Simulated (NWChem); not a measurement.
# GaIF₂; SMILES [F][Ga]([F])[I]

All runs: NWChem. All runs use the structure optimised with PBE0/def2-SVP. def2 effective core potentials on I; no spin-orbit coupling. LC-ωPBE (HJS hole) with def2-SVP; x = 1 − exp(−ω/0.25 bohr⁻¹) is a scale chosen for this fit.

```csv
row,x,−ε(HOMO) (eV)
ω = 0.10,0.330,8.74
ω = 0.20,0.551,9.86
ω = 0.30,0.699,withheld
ω = 0.40,0.798,11.15
ω = 0.50,0.865,11.49
```

Fit a straight line of the last column on the one before it, predict the withheld value, and compare with the run.


1. Means of the 4 shown rows: x = 0.6360, y = 10.310. Slope Σ(x − x̄)(y − ȳ)/Σ(x − x̄)² = 0.9250/0.1795 = 5.152; intercept 7.033.
2. The shown rows scatter about the line by 0.007 (root mean square); the largest residual is -0.01, at ω = 0.20.
3. At x = 0.699 (ω = 0.30; inside the shown range) the line gives 10.63.
4. The run gives 10.63, 0.00 from the line.
